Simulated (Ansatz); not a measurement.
cyclo-(Cl2SnO)3 (Sn3Cl6O3). Charge 0, multiplicity 3. Geometry PBE-D4/def2-SVP, that of the neutral singlet; atoms count from 1.

```xyz
12

Sn   -1.548    1.308    0.406
Cl   -3.807    0.791    0.100
Cl   -1.302    3.484    1.224
O    -0.780    0.042    1.734
Sn    0.695   -1.269    1.476
Cl    2.406   -0.769    2.987
Cl   -0.142   -3.418    1.857
O     1.436   -1.192   -0.369
Sn    0.860   -0.032   -1.879
Cl    0.122   -1.395   -3.629
Cl    2.682    1.267   -2.556
O    -0.622    1.185   -1.352
```

In the def2 sets Sn takes a core potential; there is no spin–orbit coupling. At PBE0-D4/def2-SVP a singlet of charge 0 lies 4.12 eV below the triplet at the same geometry.

Q: Estimate the Mulliken populations from the PBE0/def2-SVP orbitals of Ansatz.

A: 
| atom | charge (e) | spin (α − β) |
| --- | --- | --- |
| Sn1 | 0.95 | 0.18 |
| Cl2 | -0.20 | 0.16 |
| Cl3 | -0.21 | 0.16 |
| O4 | -0.37 | 0.78 |
| Sn5 | 0.95 | 0.18 |
| Cl6 | -0.21 | 0.16 |
| Cl7 | -0.20 | 0.16 |
| O8 | -0.65 | 0.07 |
| Sn9 | 1.06 | 0.04 |
| Cl10 | -0.24 | 0.03 |
| Cl11 | -0.24 | 0.03 |
| O12 | -0.65 | 0.07 |
Mulliken values depend strongly on the basis.

Q: Where does the spin sit?

A: Summed by element: Sn 0.40, Cl 0.68, O 0.91, of 2 unpaired in all. Largest on single atoms: O4 0.78, Sn5 0.18, Sn1 0.18.

Q: And the Mayer bond orders between heavy atoms (over 0.3)?

A: Sn1–Cl2 0.99 (2.34 Å); Sn1–Cl3 0.99 (2.34 Å); Sn1–O4 0.59 (1.99 Å); Sn1–O12 0.90 (1.99 Å); O4–Sn5 0.59 (1.99 Å); Sn5–Cl6 0.99 (2.34 Å); Sn5–Cl7 0.99 (2.34 Å); Sn5–O8 0.90 (1.99 Å); O8–Sn9 0.87 (1.99 Å); Sn9–Cl10 1.03 (2.34 Å); Sn9–Cl11 1.03 (2.34 Å); Sn9–O12 0.87 (1.99 Å).
